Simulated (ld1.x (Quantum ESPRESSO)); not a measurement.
oxygen: one change to an ultrasoft potential, before and after

| Item | Value |
| --- | --- |
| Element | oxygen (O) |
| Generator | ld1.x (Quantum ESPRESSO) 7.5 |
| Type | ultrasoft |
| Functional | PBEsol |
| Relativity | scalar-relativistic |
| Frozen core | [He] |
| Valence charge | 6 |
| Reference configuration | 2s2 2p3 (charge +1) |
| Partial waves | 2s (bound): rcut 0.80, rcutus 1.05 bohr; 2s channel at -2.25 Ry: rcut 0.80, rcutus 1.05 bohr; 2p (bound): rcut 1.50, rcutus 2.05 bohr; 2p channel at -1.25 Ry: rcut 1.50, rcutus 2.05 bohr; 3d channel at 0.45 Ry: rcut 1.90, rcutus 2.05 bohr; 3d channel at 1 Ry: rcut 1.90, rcutus 2.05 bohr |
| Local potential | all-electron potential smoothed inside 0.85 bohr (lloc = -1) |
| Core correction | Bessel-smoothed model core inside 1.05 bohr |
| Augmentation charge | PSQ, inside the norm-conserving radii |

All-electron outer shells of the reference configuration (PBEsol, scalar-relativistic, ld1.x):

```csv
shell,level (eV),outermost node (bohr),outermost maximum (bohr)
2s,-39.48,0.28,0.86
2p,-24.36,–,0.79
```

Change: type PAW; local potential all-electron potential smoothed inside 1.30 bohr (lloc = -1).

Cutoffs: the cutoffs (Ry, on a coarse ladder) from which the occupation-weighted sum of valence levels, in a spherical-Bessel basis at the reference potential, stays within 10 and 1 mRy of its value at 400 Ry; they do not see the model core or the augmentation charge, which bear on the density cutoff. Errors are all-electron minus pseudo energies relative to the spin-unpolarised reference configuration.

Problem. Predict the effect on cutoff, ghosts and configuration errors.

Solution. The potential gets neither clearly harder nor softer (25 Ry and 40 Ry → 25 Ry and 45 Ry); of the 7 tests that both files solve, the error grows in 1 and shrinks in 6 by more than 15 % and 0.3 meV (median size 264.4 → 12.2 meV); the range in which the d phases agree widens (upper end 1.6 → at the end of the scan); neither file shows a bound ghost.

| quantity | base | changed |
| --- | --- | --- |
| cutoff, loose | 25 Ry | 25 Ry |
| cutoff, tight | 40 Ry | 45 Ry |
| bound ghosts | none | none |
| error for 2s2 2p4, meV [ΔE -16.36 eV] | -351 | -5.7 |
| error for 2s2 2p2, meV [ΔE 33.48 eV] | -264 | -28 |
| error for 2s2 2p1, meV [ΔE 87.18 eV] | -213 | -99 |
| error for 2s2 2p0, meV [ΔE 163.83 eV] | +742 | -17 |
| error for 2s0 2p6, meV [ΔE 13.39 eV] | -616 | -12 |
| error for 2s2 2p3.5, meV [ΔE -10.11 eV] | -93 | -2.6 |
| error for 2s1 2p4, meV [ΔE 15.14 eV] | +0.1 | -0.8 |
| s: phases at 2.26 bohr within 0.05 rad from the reference energy up to (Ry; the scan ends near 5) | to the end of the scan | to the end of the scan |
| p: phases at 2.26 bohr within 0.05 rad from the reference energy up to (Ry; the scan ends near 5) | -0.1 | 0.8 |
| d: phases at 2.26 bohr within 0.05 rad from the reference energy up to (Ry; the scan ends near 5) | 1.6 | to the end of the scan |
| lowest overlap eigenvalue by channel | s 0.55, p 0.50, d 0.86 | s 0.57, p 0.58, d 0.85 |
